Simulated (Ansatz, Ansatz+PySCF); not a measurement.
```csv
atom,x (Å),y (Å),z (Å)
Al,0.0000,0.0000,-0.6858
F,0.0000,0.0000,0.9906
```

Basis set: def2-SVP (spherical functions). Frozen core: 6 orbitals. Charge 0, multiplicity 1.

Computed with Ansatz (development build ahead of 0.2.0); each method stands on the lowest determinant of its kind that the runs found. Restricted open shells among the atoms or ions are ROHF, correlated in semicanonical orbitals with singles. Restricted functionals stand beside restricted open-shell atoms, which can lie above the unrestricted atoms usual in DFT and then raise those values.

(1) Give the atomization energy at this shape (free ground-state atoms in the same class of orbitals less the molecule, no zero-point energy) of singlet AlF by ωB97X (restricted), ωB97X (unrestricted), r²SCAN (restricted), r²SCAN (unrestricted), PBE0 (restricted), PBE0 (unrestricted), PBE (unrestricted), PBE (restricted), RHF-CCSD(T), RHF-CCSD, RHF-MP2, RHF, UHF.

## Answers

(1)

| method | atomization energy |
| --- | --- |
| ωB97X (restricted) | 160.78 kcal/mol |
| ωB97X (unrestricted) | 159.13 kcal/mol |
| r²SCAN (restricted) | 159.41 kcal/mol |
| r²SCAN (unrestricted) | 157.08 kcal/mol |
| PBE0 (restricted) | 155.42 kcal/mol |
| PBE0 (unrestricted) | 153.83 kcal/mol |
| PBE (unrestricted) | 161.49 kcal/mol |
| PBE (restricted) | 162.67 kcal/mol |
| RHF-CCSD(T) | 150.90 kcal/mol |
| RHF-CCSD | 149.45 kcal/mol |
| RHF-MP2 | 157.82 kcal/mol |
| RHF | 120.21 kcal/mol |
| UHF | 116.43 kcal/mol |
